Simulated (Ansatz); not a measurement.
Two isomers of C8H14: A = `CCC1=CCCCC1`, B = `C#CCCCCCC`.

Isolated molecules relaxed with PBE0-D4/def2-TZVP in Ansatz; ΔE leaves out vibrations. CBS: MP2 limit from def2 TZ/QZ plus the TZ coupled-cluster correction, frozen cores. Functionals use def2-TZVPP. B3LYP here is the variant with VWN-RPA as its local correlation; programs differ in this. One conformer a species, not always the lowest.

A:

```xyz
22

C     2.2494    1.7797    0.2027
C     1.7186    0.5802    0.9822
C     0.4928   -0.0333    0.3727
C     0.5364   -1.2044   -0.2607
C    -0.6482   -1.8798   -0.8776
C    -1.9620   -1.2654   -0.4176
C    -1.8762    0.2517   -0.4390
C    -0.7890    0.7401    0.5056
H     3.1309    2.2039    0.6896
H     2.5302    1.4858   -0.8114
H     1.5038    2.5743    0.1241
H     2.5026   -0.1789    1.0555
H     1.4903    0.8944    2.0089
H     1.4922   -1.7187   -0.3394
H    -0.6257   -2.9487   -0.6391
H    -0.5709   -1.8242   -1.9725
H    -2.7865   -1.6181   -1.0434
H    -2.1767   -1.5961    0.6054
H    -2.8375    0.6999   -0.1722
H    -1.6447    0.5837   -1.4579
H    -1.1338    0.6689    1.5469
H    -0.5959    1.8049    0.3373
```

B:

```xyz
22

C    -0.933   -0.450   -3.533
C    -0.550    0.507   -2.917
C    -0.070    1.649   -2.157
C     0.756    1.254   -0.931
C    -0.034    0.468    0.100
C     0.807    0.060    1.299
C     0.031   -0.666    2.390
C    -0.534   -2.009    1.957
H    -1.274   -1.294   -4.085
H    -0.929    2.252   -1.842
H     0.527    2.285   -2.818
H     1.153    2.167   -0.477
H     1.619    0.665   -1.260
H    -0.884    1.072    0.443
H    -0.461   -0.416   -0.382
H     1.633   -0.577    0.958
H     1.273    0.956    1.728
H     0.691   -0.816    3.251
H    -0.783   -0.022    2.741
H    -1.269   -1.903    1.156
H     0.259   -2.668    1.591
H    -1.029   -2.516    2.788
```

Task: Which isomer does CCSD(T)/CBS put lower? Give the gap. (Best estimate.)

Result: Ansatz gave: A, by 147.8 kJ/mol.

Task: Give E(B) − E(A) in kJ/mol with PBE-D4, BLYP-D4, B2PLYP, HF/def2-TZVPP, B3LYP, PBE0-D4, CCSD(T)/def2-TZVPP. (An estimate is asked.)

Result: The calculation gave: PBE-D4 163.5, BLYP-D4 141.6, B2PLYP 140.1, HF/def2-TZVPP 132.3, B3LYP 137.6, PBE0-D4 172.7, CCSD(T)/def2-TZVPP 149.5. None reverses the order clearly.

Largest T1 diagnostic: 0.010.

From r2SCAN to r2SCAN0 (25 % exact exchange), in def2-TZVPP and without D4, E(B) − E(A) moves by +7.0 kJ/mol. Leaving LDA and LC-ωPBE aside and taking each functional with its dispersion term where it has one, the values spread over 32.6 kJ/mol, from B2PLYP to PBE0-D4. LDA lies +35.9 kJ/mol from PBE without D4.
